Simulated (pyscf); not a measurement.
`[Cl][SiH2][SiH2][Cl]` -> `[SiH3][Cl]` + `[SiH][Cl]` [singlet], a 1,1-elimination (singlet surface; Si–Si, H–Si broken, H–Si formed). Structures and frequencies: ωB97X-D3(BJ)/def2-SVP in PySCF. MP2 and CC: frozen core, UHF for open shells. ΔMP2 is the change of the MP2 total energy from the triple- to the quadruple-zeta basis. Energies in kcal/mol from the reactant's lowest minimum found.

Small-basis levels: PySCF, no dispersion term, spherical d functions. 

Q: Quick B3LYP/LANL2DZ single points give ΔE‡ = 59.6 kcal/mol and ΔE = +42.2 kcal/mol. What does CCSD(T)/def2-TZVPP + ΔMP2(QZVPP) give, and how far is the quick result from it?

A: CCSD(T)/def2-TZVPP + ΔMP2(QZVPP) gives ΔE‡ = 47.2 kcal/mol and ΔE = +45.0 kcal/mol. B3LYP/LANL2DZ lies 12.5 kcal/mol over it in the barrier and 2.8 kcal/mol under it in the reaction energy, so on this step it does not hold to within 3.0 kcal/mol. CCSD(T)/def2-TZVPP + ΔMP2(QZVPP) has limits of its own. On the product side the descent ends in a bound adduct (not fully relaxed), 8.2 kcal/mol under the separated species and 5.3 kcal/mol under the saddle at ωB97X-D3(BJ)/def2-TZVP. At ωB97X-D3(BJ)/def2-TZVP the barrier from the zero used here is 49.3 kcal/mol. One saddle was located; it need not be the lowest between these sides. The CCSD(T) − MP2 part came from Ansatz, without density fitting, on the same reference.
